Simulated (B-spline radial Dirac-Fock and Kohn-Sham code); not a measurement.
Z = 26 (iron), transition energy 33.2 keV. Method: a Dirac-Hartree-Slater potential of the neutral atom with a Latter tail (no hole, which puts coefficients of high multipoles low close above an edge), finite nucleus with surface currents. Computed with an atomic code on a B-spline grid. Subshells that would emit electrons below 1 keV are left out.

Task: A pure transition shows α(K) = 19.0, L1/L2 = 10.9 and L1/L3 = 7.12. What is its multipolarity?
A. M1
B. M3
C. E4
D. M2
E. E1
F. E2
G. E3
H. M4

Result: D. For comparison, α(K), L1/L2, L1/L3 are E1 1.08, 15.4, 8.53; E2 26.8, 2.50, 1.47; E3 540, 0.531, 0.321; E4 10500, 0.160, 0.0980; M1 0.675, 19.9, 47.0; M3 446, 6.85, 1.86; M4 10300, 4.83, 0.849.
